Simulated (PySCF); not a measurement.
## Excitation energy of Cd by level of theory

Cd [Kr] 4d10 5s2 (1S) → Cd [Kr] 4d9 5s2 5p1 (high-spin determinant), as a difference of total energies. All numbers are calculated (PySCF 2.14, scalar relativity through the core potential, in aug-cc-pwCVDZ-PP with ECP28MDF (6s6p5d3f, 70 functions)). Correlated levels: valence: 4s2 4p6 frozen. The calculations carry no spin-orbit coupling.

| method | excitation energy (cm⁻¹) |
| --- | --- |
| UHF | 87251 |
| MP2 (valence) | 100510 |
| SCS-MP2 (valence) | 99275 |
| CCSD (valence) | 97136 |
| CCSD(T) (valence) | 97568 |

The upper state lies above the first ionisation limit, where it may autoionise and the basis confines it.

The determinant of the upper state mixes LS terms, which raises its energy above the lowest term, most at the Hartree-Fock and MP2 levels.
